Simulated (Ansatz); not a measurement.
Geometry optimisation, UKS PBE-D4/def2-SVP in Ansatz.

The input (input.yaml):

```yaml
crystal:
  periodic: [false, false, false]
  atoms:
    - { symbol: B, position_ang: [0.0, 0.0, 0.0] }
    - { symbol: Cl, position_ang: [0.0, 0.0, 2.11] }
    - { symbol: Cl, position_ang: [1.6108, 0.0, -0.93] }
    - { symbol: Cl, position_ang: [-1.6108, 0.0, -0.93] }
    - { symbol: F, position_ang: [0.0, 0.0, 3.91] }
magnetization:
  spin_polarized: true
  initial_magnetization: 1
basis:
  gaussian: { orbitals: def2-SVP }
hamiltonian:
  xc: pbe
  dispersion: d4
relax:
  f_tol: 0.15
  max_steps: 25
  restrain:
    - { distance: [1, 4], at: 2.7, k: 30.0 }
    - { distance: [0, 1], at: 1.86, k: 30.0 }
```

Launched with:

```bash
$ ansatz run input.yaml --threads 2 --pin off --max-ram 3072MiB --backend cpu --events-out ev --progress --plain --runs-dir out
```

Problem. Where does it end, and by what steps?

Solution. It converged. The restraints hold the end off the free minimum; the threshold counts their pulls, which the force column leaves out. Restrained pairs: Cl2–F5 (1.80 → 2.69 Å), B1–Cl2 (2.11 → 1.82 Å). After 4 steps the energy has fallen by 1.304 eV (the restraints' own energy left out); F5 moved furthest, 0.51 Å.

```tsv
step	energy less start (eV)	largest force component (eV/Å)	accepted
0	0.0000	3.975	yes
1	-1.0355	2.600	yes
2	-1.3591	0.525	yes
3	-1.2866	1.482	yes
4	-1.3043	1.059	yes
```

```xyz
5
Properties=species:S:1:pos:R:3
B 0.000 0.000 -0.096
Cl 0.000 0.001 1.726
Cl 1.521 0.000 -0.944
Cl -1.521 0.000 -0.944
F 0.000 0.000 4.418
```

Time of the run: 44 s on 2 threads of Arm Neoverse V2, with other jobs on the host, peak memory 0.18 GiB.
